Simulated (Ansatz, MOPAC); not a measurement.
System: SiPH$_{4}$ (charge -1, singlet). SMILES: [SiH2-]P

Atoms: Si1, P2, H3, H4, H5, H6. Bonds: Si1-P2, Si1-H3, Si1-H4, P2-H5, P2-H6.

Bond lengths (Å) and angles (degrees) optimised at AM1 with MOPAC; MNDO with MOPAC; MP2/6-31G* with Ansatz (an electronic-structure program), each started from the B3LYP-D3(BJ)/def2-TZVP structure (Ansatz) of the last column. A row stands for all coordinates that are equal there. 6-31G* holds six Cartesian d functions. No wavenumbers were computed at MNDO, MP2/6-31G*, so these may be saddle points.

```json
[
 {"coordinate": "Si1-P2", "AM1": "2.249", "MNDO": "2.208", "MP2/6-31G*": "2.367", "B3LYP-D3(BJ)/def2-TZVP": "2.392"},
 {"coordinate": "Si1-H3", "AM1": "1.462", "MNDO": "1.408", "MP2/6-31G*": "1.539", "B3LYP-D3(BJ)/def2-TZVP": "1.542"},
 {"coordinate": "P2-H5", "AM1": "1.364", "MNDO": "1.334", "MP2/6-31G*": "1.426", "B3LYP-D3(BJ)/def2-TZVP": "1.428"},
 {"coordinate": "P2-Si1-H3", "AM1": "120.6", "MNDO": "100.1", "MP2/6-31G*": "92.3", "B3LYP-D3(BJ)/def2-TZVP": "91.3"},
 {"coordinate": "Si1-P2-H5", "AM1": "93.4", "MNDO": "101.8", "MP2/6-31G*": "99.4", "B3LYP-D3(BJ)/def2-TZVP": "97.4"},
 {"coordinate": "H3-Si1-H4", "AM1": "118.0", "MNDO": "101.5", "MP2/6-31G*": "94.2", "B3LYP-D3(BJ)/def2-TZVP": "92.7"},
 {"coordinate": "H5-P2-H6", "AM1": "96.5", "MNDO": "97.8", "MP2/6-31G*": "92.3", "B3LYP-D3(BJ)/def2-TZVP": "91.6"}
]
```

Mean signed difference of all 5 bond lengths from B3LYP-D3(BJ)/def2-TZVP: AM1 -0.086 Å, MNDO -0.128 Å, MP2/6-31G* -0.007 Å.
